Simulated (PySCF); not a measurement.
C3H6OSi, SMILES O1C[SiH2]C=C1.

Geometry: PBE0-D3(BJ)/def2-SVP. This is a generated structure with no PubChem entry under its InChIKey; it may be hypothetical. One conformer was computed; it need not be the lowest.

Calculation: PBE/def2-TZVP (PySCF).

The molecule is in vacuum.

```yaml
total_energy: -482.30946 hartree
point_group: Cs
highest_occupied_level: -5.53 eV
lowest_empty_level: -0.86 eV
orbital_gap: 4.67 eV
dipole_moment: 0.17 D
quadrupole, principal values (traceless, Buckingham form, about the centre of nuclear charge): -3.35, -2.50, 5.85 D·Å
mean_static_polarisability: 64.1 bohr³ (9.50 Å³)
polarisability_principal_values: 50.0, 66.7, 75.5 bohr³
```
